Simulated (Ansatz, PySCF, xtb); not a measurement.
Potential energy curve for BeH (cation, charge +1), singlet.

- RCCSD(T) = Ansatz (a first-principles code) with CCSD(T) on RHF/aug-cc-pVTZ, frozen core
- GFN1-xTB (xtb)
- UCCSD = CCSD on UHF/aug-cc-pVTZ, frozen core in Ansatz
- UKS-B3LYP/6-31G* = PySCF with unrestricted B3LYP/6-31G*, spherical d

Energies are in mEh, each relative to the lowest point of its own curve near equilibrium.

```tsv
R / Å	RCCSD(T)	GFN1-xTB	UCCSD	UKS-B3LYP/6-31G*
1.07	26.6	___	26.6	29.2
1.13	13.7	6.7	13.7	15.5
1.21	3.9	___	3.9	___
1.24	1.9	0.0	1.9	___
1.29	0.2	0.0	0.2	0.4
1.33	0.0	___	0.0	0.0
1.37	0.7	2.4	0.7	___
1.42	2.7	5.1	2.7	2.4
1.44	3.7	6.3	3.7	3.4
1.55	11.4	14.4	11.4	11.3
1.62	17.5	20.4	17.5	17.7
1.78	33.0	34.9	33.1	34.3
1.99	53.2	53.3	53.3	57.0
2.20	70.6	70.3	70.7	74.8
2.38	82.6	83.3	82.7	85.5
2.70	97.5	102.5	97.6	97.1
2.89	103.2	111.5	103.2	101.4
3.22	109.1	123.2	109.1	106.3
3.64	112.5	132.6	112.5	110.0
4.00	113.6	137.0	113.6	111.6
4.66	114.4	—	114.4	112.8
5.23	114.6	—	114.6	112.7
```

Q: Fill in the missing entries.

A: 
- 1.07, GFN1-xTB: 16.4
- 1.21, GFN1-xTB: 0.8
- 1.21, UKS-B3LYP/6-31G*: 4.7
- 1.24, UKS-B3LYP/6-31G*: 2.5
- 1.33, GFN1-xTB: 0.9
- 1.37, UKS-B3LYP/6-31G*: 0.6

A dash means that the run gave no value there, or that the column was ended at a point which the program doubted or which failed a test of continuity chosen for this set; such a test can also cut sound points.

With two correlated electrons CCSD is exact in the basis where it finds the lowest root (RCCSD(T), UCCSD). The unrestricted determinant behind UCCSD is spin-contaminated at 1.78 to 5.23 Å (<S²> up to 1.0, against 0.00 for a pure singlet). The unrestricted determinant behind UKS-B3LYP/6-31G* is spin-contaminated at 1.99 to 5.23 Å (<S²> up to 0.9, against 0.00 for a pure singlet).
